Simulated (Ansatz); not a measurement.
Molecular dynamics of CH₆GeO₂

Input:

```yaml
crystal:
  periodic: [false, false, false]
  atoms:
    - { symbol: Ge, position_ang: [0.045279, -0.0809, 0.023273] }
    - { symbol: H, position_ang: [-0.120458, -0.051206, 1.56164] }
    - { symbol: C, position_ang: [1.842843, -0.003426, -0.652602] }
    - { symbol: H, position_ang: [2.410885, -0.887979, -0.332516] }
    - { symbol: H, position_ang: [1.806019, 0.018444, -1.751147] }
    - { symbol: H, position_ang: [2.349888, 0.903649, -0.295295] }
    - { symbol: O, position_ang: [-0.805937, 1.32104, -0.668003] }
    - { symbol: H, position_ang: [-1.669803, 1.485566, -0.276857] }
    - { symbol: O, position_ang: [-0.646328, -1.597777, -0.599303] }
    - { symbol: H, position_ang: [-1.518289, -1.803809, -0.247691] }
basis:
  gaussian: { orbitals: def2-SVP }
hamiltonian:
  xc: pbe0
  dispersion: d4
md:
  timestep: 0.5
  n_steps: 150
  ensemble: nve
  temperature: 400.0
  initial_velocities: maxwell_boltzmann
  seed: 155203
  masses: [{ species: H, mass: 2.014 }]
```

Command:

```bash
$ ansatz run input.yaml --threads 2 --pin off --max-ram 3072MiB --backend cpu --events-out ev --progress --plain --runs-dir out
```

It starts from a relaxed structure.

Output, in part (one step line in 6, the closing report, with atoms numbered from 0):

```
md step     0: t =     0.00 fs  T =   400.0 K  F+E_penalty+E_count = -61724.73197286 eV  E_kin = 0.413632 eV  conserved = -61724.31834087 eV  (26 SCF iters)
md step     6: t =     3.00 fs  T =   328.5 K  F+E_penalty+E_count = -61724.65733736 eV  E_kin = 0.339709 eV  conserved = -61724.31762853 eV  (27 SCF iters)
md step    12: t =     6.00 fs  T =   281.8 K  F+E_penalty+E_count = -61724.60942421 eV  E_kin = 0.291362 eV  conserved = -61724.31806254 eV  (27 SCF iters)
md step    18: t =     9.00 fs  T =   192.5 K  F+E_penalty+E_count = -61724.51669564 eV  E_kin = 0.199065 eV  conserved = -61724.31763103 eV  (27 SCF iters)
md step    24: t =    12.00 fs  T =   175.2 K  F+E_penalty+E_count = -61724.49914467 eV  E_kin = 0.181129 eV  conserved = -61724.31801545 eV  (27 SCF iters)
md step    30: t =    15.00 fs  T =   159.1 K  F+E_penalty+E_count = -61724.48217005 eV  E_kin = 0.164569 eV  conserved = -61724.31760060 eV  (27 SCF iters)
md step    36: t =    18.00 fs  T =   220.9 K  F+E_penalty+E_count = -61724.54639043 eV  E_kin = 0.228431 eV  conserved = -61724.31795958 eV  (27 SCF iters)
md step    42: t =    21.00 fs  T =   269.2 K  F+E_penalty+E_count = -61724.59613834 eV  E_kin = 0.278332 eV  conserved = -61724.31780591 eV  (26 SCF iters)
md step    48: t =    24.00 fs  T =   312.0 K  F+E_penalty+E_count = -61724.64081127 eV  E_kin = 0.322683 eV  conserved = -61724.31812785 eV  (26 SCF iters)
md step    54: t =    27.00 fs  T =   284.7 K  F+E_penalty+E_count = -61724.61213986 eV  E_kin = 0.294401 eV  conserved = -61724.31773854 eV  (26 SCF iters)
md step    60: t =    30.00 fs  T =   266.4 K  F+E_penalty+E_count = -61724.59352135 eV  E_kin = 0.275514 eV  conserved = -61724.31800694 eV  (27 SCF iters)
md step    66: t =    33.00 fs  T =   204.0 K  F+E_penalty+E_count = -61724.52861928 eV  E_kin = 0.210914 eV  conserved = -61724.31770528 eV  (27 SCF iters)
md step    72: t =    36.00 fs  T =   177.4 K  F+E_penalty+E_count = -61724.50150682 eV  E_kin = 0.183453 eV  conserved = -61724.31805411 eV  (27 SCF iters)
md step    78: t =    39.00 fs  T =   135.3 K  F+E_penalty+E_count = -61724.45755527 eV  E_kin = 0.139933 eV  conserved = -61724.31762217 eV  (26 SCF iters)
md step    84: t =    42.00 fs  T =   180.7 K  F+E_penalty+E_count = -61724.50484111 eV  E_kin = 0.186887 eV  conserved = -61724.31795364 eV  (27 SCF iters)
md step    90: t =    45.00 fs  T =   206.5 K  F+E_penalty+E_count = -61724.53133575 eV  E_kin = 0.213564 eV  conserved = -61724.31777140 eV  (27 SCF iters)
md step    96: t =    48.00 fs  T =   246.0 K  F+E_penalty+E_count = -61724.57240086 eV  E_kin = 0.254387 eV  conserved = -61724.31801340 eV  (27 SCF iters)
md step   102: t =    51.00 fs  T =   247.3 K  F+E_penalty+E_count = -61724.57369023 eV  E_kin = 0.255735 eV  conserved = -61724.31795521 eV  (26 SCF iters)
md step   108: t =    54.00 fs  T =   220.0 K  F+E_penalty+E_count = -61724.54541819 eV  E_kin = 0.227547 eV  conserved = -61724.31787168 eV  (26 SCF iters)
md step   114: t =    57.00 fs  T =   177.7 K  F+E_penalty+E_count = -61724.50167530 eV  E_kin = 0.183774 eV  conserved = -61724.31790156 eV  (27 SCF iters)
md step   120: t =    60.00 fs  T =   126.1 K  F+E_penalty+E_count = -61724.44816795 eV  E_kin = 0.130415 eV  conserved = -61724.31775319 eV  (27 SCF iters)
md step   126: t =    63.00 fs  T =   140.7 K  F+E_penalty+E_count = -61724.46342809 eV  E_kin = 0.145510 eV  conserved = -61724.31791813 eV  (27 SCF iters)
md step   132: t =    66.00 fs  T =   173.0 K  F+E_penalty+E_count = -61724.49675105 eV  E_kin = 0.178948 eV  conserved = -61724.31780351 eV  (27 SCF iters)
md step   138: t =    69.00 fs  T =   217.8 K  F+E_penalty+E_count = -61724.54314941 eV  E_kin = 0.225231 eV  conserved = -61724.31791836 eV  (27 SCF iters)
md step   144: t =    72.00 fs  T =   234.8 K  F+E_penalty+E_count = -61724.56064744 eV  E_kin = 0.242754 eV  conserved = -61724.31789354 eV  (27 SCF iters)
md step   150: t =    75.00 fs  T =   236.3 K  F+E_penalty+E_count = -61724.56235876 eV  E_kin = 0.244356 eV  conserved = -61724.31800255 eV  (27 SCF iters)
Total energy: -61724.56238443 eV, -2268.3358292169 hartree
Atom 0 at     0.053800    -0.050089     0.015811 Å, force    -0.138603    -1.141434    -0.696378 eV/Å
Atom 1 at     0.010544    -0.204215     1.527532 Å, force    -0.070330     0.291468     0.487592 eV/Å
Atom 2 at     1.890152    -0.078907    -0.620604 Å, force    -0.070195    -0.185406    -0.630035 eV/Å
Atom 3 at     2.433379    -0.709777     0.083245 Å, force     0.163687    -0.286056     0.264563 eV/Å
Atom 4 at     1.984063    -0.554850    -1.626520 Å, force    -0.262655     0.309033     0.489474 eV/Å
Atom 5 at     2.404777     0.881193    -0.632442 Å, force     0.017525     0.409017    -0.040984 eV/Å
Atom 6 at    -1.069658     1.205345    -0.567308 Å, force     0.153404     0.040776    -0.015497 eV/Å
Atom 7 at    -0.908611     2.112079    -0.276398 Å, force     0.055202    -0.236162     0.008546 eV/Å
Atom 8 at    -0.599842    -1.601273    -0.639253 Å, force     0.998736     0.716064     0.236238 eV/Å
Atom 9 at    -1.529666    -1.573886    -0.821565 Å, force    -0.846771     0.082699    -0.103518 eV/Å
Dipole moment:     0.155755     0.429316     0.162606 e Å
```

All steps were run. The conserved energy stayed within 0.09 meV per atom of its start (net change 0.034 meV per atom), so the integration is sound. Over the second half the temperature averaged 0.48 of the 400 K drawn at the start: a run that starts near a minimum puts about half its kinetic energy into the potential. A run of 0.075 ps of so small a system gives no equilibrium averages.

The same pairs are bonded in the first frame and the last. Pairs count as bonded within 1.25 times the sum of covalent radii (0.12 Å more for H–H).

Last frame:

```xyz
10
Properties=species:S:1:pos:R:3
Ge 0.054 -0.050 0.016
H 0.011 -0.204 1.528
C 1.890 -0.079 -0.621
H 2.433 -0.710 0.083
H 1.984 -0.555 -1.627
H 2.405 0.881 -0.632
O -1.070 1.205 -0.567
H -0.909 2.112 -0.276
O -0.600 -1.601 -0.639
H -1.530 -1.574 -0.822
```

Run time: 6.1 min on 2 threads of Arm Neoverse V1, with other jobs on the host, peak memory 0.23 GiB.
